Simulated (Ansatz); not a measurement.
System: trifluoro(iodo)germane, sum formula GeIF$_{3}$, net charge 0, singlet state. 
Structure (B3LYP-D3(BJ)/def2-TZVP (Ansatz, a first-principles code) minimum search):
SMILES: [F][Ge]([F])([F])[I]
```xyz
5

F     -1.6032    -1.3011    -1.0097
Ge    -1.0070    -0.0075    -0.0520
F     -1.6376     1.4337    -0.7387
F     -1.7408    -0.1696     1.4912
I      1.4539     0.0108     0.0751
```
Charge 0, spin multiplicity 1.

Basis-set convergence of Hartree-Fock and CCSD(T) correlation energies (hartree) with Ansatz. Correlated levels leave the core frozen unless marked. Spin-orbit coupling is left out. The frozen core is the preceding noble-gas configuration, with the filled d and f shells of earlier blocks. In def2 rows, elements after Kr have scalar-relativistic effective core potentials.

```tsv
basis	functions	E(HF)	E(corr, CCSD(T))
def2-SVPD	142	-2670.00176	-0.81935
def2-TZVPPD	233	-2670.64834	-1.05081
def2-QZVPPD	384	-2670.70446	-1.14429
```

Extrapolating the two largest sets (X = 3 and 4) as X^-3: E(corr) = (64·(-1.14429) - 27·(-1.05081))/37 = -1.2125 Eh, an estimate of the basis-set limit. The largest set recovers 94.4 % of it, the smallest 67.6 %.
